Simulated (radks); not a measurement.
Q: Coherent X-ray form factor from a spherical all-electron density. All-electron calculation, scalar-relativistic Kohn-Sham, PBEsol, spin-unpolarised, spherical densities, finite nucleus; Fermi nuclear charge, rms radius of each element as measured or else 0.836 A^(1/3) + 0.57 fm. Program: a radial shooting solver on a logarithmic mesh with Libxc functionals.

sin(theta)/lambda (1/angstrom),f0 (electrons)
0.05,59.978
0.1,57.424
0.15,54.182
0.2,50.734
0.25,47.315
0.3,44.083
0.4,38.477
0.5,33.953
0.6,30.198
0.8,24.295
1,20.208
1.25,16.972
1.5,14.748
2,11.023

The species is in the configuration that NIST lists as its ground one. Which atom or ion scatters so?

A: The samarium ion Sm+, [Xe] 4f6 6s1. Extrapolating in s^2 from the first two rows gives f0(0) = 60.8, near the electron count 61; among species with that count, the fall with angle is slower the higher Z, and the table is that of Z = 62; from so few rows the species is fixed only to a neighbour or two.
